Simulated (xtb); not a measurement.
F₃La, charge -1, doublet, at a GFN2-xTB geometry of the parent state (such geometries of metal compounds can be far from the true shape) (a state made from the parent by changing its charge; the spin is typed, not shown lowest); xtb 6.7.1 with GFN0-xTB.

Here is a job for xtb.
```
$ xtb mol.xyz --gfn 0 --chrg -1 --uhf 1 --json

# file mol.xyz
4

La     0.03101627    -0.05651823    -0.13480663
F     -1.70864996    -0.89419144     0.33144867
F     -0.05107305     1.90142145    -0.45924858
F      1.56328666    -0.64928125     0.98157523
```

Output, abridged:

```
   ID    Z sym.   atoms
    1   57 La     1
    2    9 F      2-4

           -------------------------------------------------
          |                Calculation Setup                |
           -------------------------------------------------

           -------------------------------------------------
          |                 G F N 0 - x T B                 |
           -------------------------------------------------

          ...................................................
          :                      SETUP                      :
          :.................................................:
          :  # basis functions                  22          :
          :  # atomic orbitals                  21          :
          :  # shells                            9          :
          :  # electrons                        25          :
          :  electronic temp.          300.0000000     K    :
          :  accuracy                    1.0000000          :
          :  -> integral cutoff          0.2500000E+02      :
          :  -> integral neglect         0.1000000E-07      :
          ...................................................

         :::::::::::::::::::::::::::::::::::::::::::::::::::::
         ::                     SUMMARY                     ::
         :::::::::::::::::::::::::::::::::::::::::::::::::::::
         :: total energy             -14.405452847365 Eh    ::
         :: gradient norm              0.052705200983 Eh/a0 ::
         :: HOMO-LUMO gap              1.299842844156 eV    ::
         ::.................................................::
         :: H0 energy                -13.182016254962 Eh    ::
         :: repulsion energy           0.040438115798 Eh    ::
         :: electrostat energy        -1.263091289507 Eh    ::
         :: -> Gsolv                   0.000000000000 Eh    ::
         ::    -> Gsasa                0.000000000000 Eh    ::
         ::    -> Gshift               0.000000000000 Eh    ::
         :: dispersion energy         -0.000783418694 Eh    ::
         :: short-range corr.          0.000000000000 Eh    ::
         :: add. restraining           0.000000000000 Eh    ::
         :: total charge              -1.000000000000 e     ::
         :::::::::::::::::::::::::::::::::::::::::::::::::::::

           -------------------------------------------------
          |                Property Printout                |
           -------------------------------------------------

    * Orbital Energies and Occupations

         #    Occupation            Energy/Eh            Energy/eV
      -------------------------------------------------------------
         1        2.0000           -0.8543935             -23.2492
         2        2.0000           -0.8035294             -21.8651
         3        2.0000           -0.8035294             -21.8651
         4        2.0000           -0.4423491             -12.0369
         5        2.0000           -0.4423491             -12.0369
         6        2.0000           -0.4410851             -12.0025
         7        2.0000           -0.4410851             -12.0025
         8        2.0000           -0.4408767             -11.9969
         9        2.0000           -0.4397149             -11.9653
        10        2.0000           -0.4393629             -11.9557
        11        2.0000           -0.4393629             -11.9557
        12        2.0000           -0.4392369             -11.9522
        13        1.0000           -0.3282666              -8.9326 (HOMO)
        14                         -0.2804982              -7.6327 (LUMO)
        15                         -0.2804982              -7.6327
        16                         -0.1898671              -5.1665
        17                         -0.1898671              -5.1665
        18                         -0.0895664              -2.4372
        19                          0.1269427               3.4543
        20                          0.4427743              12.0485
        21                          0.4427743              12.0485
      -------------------------------------------------------------
                  HL-Gap            0.0477683 Eh            1.2998 eV
             Fermi-level            0.0000000 Eh            0.0000 eV

     #   Z          covCN         q      C6AA      α(0)
     1  57 La       1.849     0.490  1275.470   139.752
     2   9 F        0.616    -0.497    14.884     4.448
     3   9 F        0.616    -0.497    14.884     4.448
     4   9 F        0.616    -0.497    14.884     4.448

 Mol. C6AA /au·bohr⁶  :       1978.676331
 Mol. C8AA /au·bohr⁸  :     375067.802837
 Mol. α(0) /au        :        153.097182

Wiberg/Mayer (AO) data.
largest (>0.10) Wiberg bond orders for each atom

 ---------------------------------------------------------------------------
     #   Z sym  total        # sym  WBO       # sym  WBO       # sym  WBO
 ---------------------------------------------------------------------------
     1  57 La   2.324 --     2 F    0.775     4 F    0.775     3 F    0.775
     2   9 F    0.788 --     1 La   0.775
     3   9 F    0.788 --     1 La   0.775
     4   9 F    0.788 --     1 La   0.775
 ---------------------------------------------------------------------------

Topologies differ in total number of bonds
Writing topology from bond orders to xtbtopo.mol

 dipole moment from electron density (au)
     X       Y       Z
   0.3437  -0.6263  -1.4939  total (Debye):    4.209

           -------------------------------------------------
          | TOTAL ENERGY              -14.405452847365 Eh   |
          | GRADIENT NORM               0.052705200983 Eh/α |
          | HOMO-LUMO GAP               1.299842844156 eV   |
           -------------------------------------------------

normal termination of xtb
```
